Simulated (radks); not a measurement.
Valence configurations of the platinum ion Pt+ (all share [Xe]). All-electron calculation, Dirac Kohn-Sham, BLYP, spin-unpolarised, spherical densities, finite nucleus; open shells are shared between the two j in proportion to 2j + 1; Fermi nuclear charge, rms radius 5.427 fm. Program: a radial shooting solver on a logarithmic mesh with Libxc functionals. Energies are relative to 4f14 5d9; eigenvalues in eV.

valence               E (eV)  e(4f5/2)  e(4f7/2)  e(5d3/2)  e(5d5/2)  e(6p1/2)
4f14 5d9               0.000   -79.933   -76.478   -15.074   -13.706         -
4f14 5d8 6s1           1.823   -83.054   -79.599   -17.254   -15.801         -
4f14 5d7 6s2           4.830   -86.451   -82.995   -19.593   -18.052         -
4f14 5d8 6p1           8.482   -84.723   -81.268   -18.806   -17.330    -9.045
4f13.5 5d9.5          33.074   -85.393   -81.881   -15.641   -14.202         -
4f13 5d9 6s1          71.452   -94.275   -90.704   -18.570   -16.972         -
4f13 5d9 6p1          78.233   -95.981   -92.410   -20.174   -18.556    -9.128
4f12.5 5d9.5 6p1      116.87   -101.75   -98.122   -20.857   -19.166    -9.165
4f12.5 5d8.5 6p2      129.66   -107.04   -103.41   -24.909   -23.109   -10.647
4f11.5 5d8.5 6s1 6p2  224.43   -123.05   -119.30   -29.224   -27.186   -11.456

NIST lists [Xe] 4f14 5d9 as the ground configuration; this level of theory agrees among the configurations tried. The energies are those of spherical spin-averaged densities, not of single terms.
